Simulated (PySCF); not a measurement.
## Electronic absorption of C4H9F3Si2

Compound: C₄H₉F₃Si₂.
Atom-mapped SMILES: `[F:1][C:2]([F:3])=[C:4]([F:5])[C@@H:6]([SiH3:7])[CH2:8][SiH3:9]` (hydrogens: H10 on C6; H11, H12, H13 on Si7; H14, H15 on C8; H16, H17, H18 on Si9)

Method: TDDFT B3LYP/def2-SVPD, vertical, gas phase, core orbitals frozen in the response in PySCF. One conformer (not necessarily the lowest) at the PBE0-D3(BJ)/def2-SVP geometry, without solvent, vibrations or thermal averaging. Torsions of this conformer, `[F:1][C:2]([F:3])=[C:4]([F:5])[C@@H:6]([SiH3:7])[CH2:8][SiH3:9]`: C2–C4–C6–Si7 117°, C4–C6–C8–Si9 178°.

```tsv
state	λ (nm)	E (eV)	f	|μ| (D)	main configurations (H = HOMO, L = LUMO)
S1	210.9	5.88	0.0069	0.56	H→L (77%), H→L+1 (18%)
S2	195.2	6.35	0.089	1.93	H→L+1 (34%), H→L+3 (29%), H→L (15%)
S3	186.8	6.64	0.017	0.81	H→L+2 (85%)
S4	185.0	6.70	0.068	1.64	H→L+4 (51%), H→L+5 (21%), H→L+1 (16%)
S5	180.9	6.85	0.013	0.70	H→L+5 (67%), H→L+4 (17%)
S6	177.8	6.97	0.100	1.95	H→L+3 (44%), H→L+7 (20%), H→L+4 (13%)
S7	175.1	7.08	0.011	0.63	H→L+6 (85%)
S8	168.0	7.38	0.016	0.76	H→L+8 (48%), H→L+7 (27%), H→L+9 (11%)
S9	166.4	7.45	0.0087	0.55	H→L+9 (52%), H→L+8 (31%)
S10	164.5	7.54	0.052	1.35	H-1→L (50%), H→L+9 (19%), H→L+7 (13%)
```

Triplets (Tamm–Dancoff): T1 4.41 eV, H→L+1 (50%), H→L (21%), H→L+7 (9%); T2 5.71 eV, H→L (59%), H→L+1 (26%); T3 6.16 eV, H→L+3 (47%), H→L (12%), H→L+5 (9%); T4 6.55 eV, H→L+2 (46%), H→L+5 (22%), H→L+4 (21%).

The lowest singlet lies at 5.88 eV (211 nm, ultraviolet) and is weak; its leading configuration is HOMO→LUMO (77%). The most intense listed level is S6 at 6.97 eV (178 nm, f = 0.100), 1.10 eV above S1. Löwdin shares by element: HOMO carbon 54% or more, fluorine 20% or more (atoms not listed hold the other 26%); LUMO silicon 26%, carbon 19% or more (atoms not listed hold the other 55%). The listed states span 1.66 eV, and the widest gap between neighbours is 0.47 eV (S1 to S2). Orbital energies (eV): HOMO-3 -9.44, HOMO-2 -9.32, HOMO-1 -8.75, HOMO -6.97, LUMO -0.28, LUMO+1 -0.06, LUMO+2 0.37. Weighted by f, the mean energy of these states is 6.85 eV. The vertical ionisation energy (ΔSCF) is 9.16 eV, 1.62 eV above S10. The window holds the lowest 10 singlets.
